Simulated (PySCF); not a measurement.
The same groups moved round the core (silole fluoro). Isolated molecules, 0 K electronic values unless said otherwise. Strings in code marks are SMILES.

All values below come from PySCF with ωB97X-D3(BJ)/def2-TZVP // PBE0-D3(BJ)/def2-TZVP. Delta-SCF ions had no search for a lower state. Excitations are Tamm–Dancoff values on a coarser integration grid. The basis has no diffuse functions, so Rydberg states are missing or too high.

```
species            S1–T1 gap (TDA) (eV)  S1 oscillator strength  T1 excitation (TDA) (eV)  dipole moment (D)  vertical ionisation energy (Delta-SCF) (eV)
-----------------  --------------------  ----------------------  ------------------------  -----------------  -------------------------------------------
`FC1=CC=C[SiH2]1`                  1.91                   0.080                (withheld)               1.52                                         8.81
`FC1=C[SiH2]C=C1`            (withheld)                   0.082                      3.00               1.10                                   (withheld)
`F[SiH]1C=CC=C1`                   1.85                   0.071                      2.73               2.01                                         9.19
```

Some entries are withheld; supply them.


- `FC1=CC=C[SiH2]1`, T1 excitation (TDA) (eV): 2.75
- `FC1=C[SiH2]C=C1`, S1–T1 gap (TDA) (eV): 1.95
- `FC1=C[SiH2]C=C1`, vertical ionisation energy (Delta-SCF) (eV): 9.10
